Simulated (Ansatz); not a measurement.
CH₅Ge (SMILES [CH2][GeH3]), doublet, at a GFN2-xTB geometry; R2SCAN/STO-3G (Ansatz, an electronic-structure program).

The Ansatz input:
Ansatz 0.2 input:
```yaml
crystal:
  periodic: [false, false, false]
  atoms:
    - {symbol: C, position_ang: [1.54512542, -0.15900853, -0.01329604]}
    - {symbol: Ge, position_ang: [-0.33943263, 0.03652490, 0.00223250]}
    - {symbol: H, position_ang: [2.21744828, 0.67692171, -0.08966517]}
    - {symbol: H, position_ang: [2.01989513, -1.12199650, 0.06378165]}
    - {symbol: H, position_ang: [-0.93113477, -0.41924695, 1.30185281]}
    - {symbol: H, position_ang: [-0.73008413, 1.45730988, -0.21528966]}
    - {symbol: H, position_ang: [-0.98503269, -0.80773389, -1.05234335]}
basis:
  gaussian:
    orbitals: STO-3G
    symmetry_tolerance_ang: 0.01
hamiltonian:
  xc: r2scan
magnetization: {spin_polarized: true, initial_magnetization: 1}
```

What the program printed (banner, timings and long lists left out):

```
Functional definition: r2SCAN
314 factors; integrals over basis functions are off by at most 3.2e-5 eV
mean field evaluation 1: about -56927.2938 eV, gradient 9.1e1 eV
mean field evaluation 2: about -56925.6416 eV, gradient 6.4e1 eV
mean field evaluation 4: about -56971.3688 eV, gradient 1.0e1 eV
mean field evaluation 8: about -56972.1670 eV, gradient 1.4e-1 eV
mean field -56972.16720195 eV, -2093.6885275499 hartree, gradient 6.5e-5 eV, S^2 0.757124; 0 other end points of the search recorded, 0 dependent functions left out
reference -56972.16720782 eV, -2093.6885277654 hartree; 22, 21 occupied and 6, 7 virtual orbitals, 314 factors
Total energy: -56972.16720782 eV, -2093.6885277654 hartree
```
